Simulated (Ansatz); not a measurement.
Energy needed to pull apart CHBClI (SMILES ClB=CI), singlet, into free ground-state atoms, from the structure below (displaced at random from a GFN2-xTB minimum); no zero-point or spin–orbit terms; open-shell atoms are treated unrestricted, in their ground-state multiplicity.

Cl1  (-1.019, -1.364, 1.918)
B2  (-0.490, -0.547, 0.533)
C3  (0.078, 0.123, -0.594)
I4  (1.519, 1.728, -0.206)
H5  (-0.132, -0.020, -1.657)
(Å)

Program: Ansatz 0.2.0. Basis: def2-TZVPP. Cores are frozen in the correlated methods. Filled d shells of the heavier atoms are correlated. Core potentials replace the inner electrons of the atoms past krypton. The def2 sets are not built for correlating such inner shells, so the correlated values are less sure here.

| method | atomization energy (eV) |
| --- | --- |
| PBE-D4 | ? |
| r2SCAN-D4 | 17.31 |
| PBE0-D4 | 17.36 |
| r2SCAN0-D4 | 16.83 |
| BHLYP-D4 | 16.21 |
| wB97M-V | ? |
| HF | 11.85 |
| MP2 | 17.21 |
| CCSD | 15.90 |
| CCSD(T) | 16.41 |

What does PBE-D4 give? (To be estimated.)

By the calculation: 17.95 eV, which is about 1.53 eV more than CCSD(T)/def2-TZVPP.

What does wB97M-V give? (To be estimated.)

The calculation gives: 17.02 eV, which is about 0.61 eV more than CCSD(T)/def2-TZVPP.

In triple zeta the MP2 and coupled-cluster atomization energies are still short of their basis limit by a few kcal/mol a bond, whereas those of the functionals are nearly converged, so these differences are not deviations from converged CCSD(T).

No T1 diagnostic of these runs exceeds 0.012.

For scale, one of the runs: CCSD(T)/def2-TZVPP forces, 168 basis functions (an equivalent command: `ansatz run in.yaml --threads 4`). Time: 4 min of wall clock on 4 CPU threads; the host was shared. Peak host memory: 2.9 GiB.
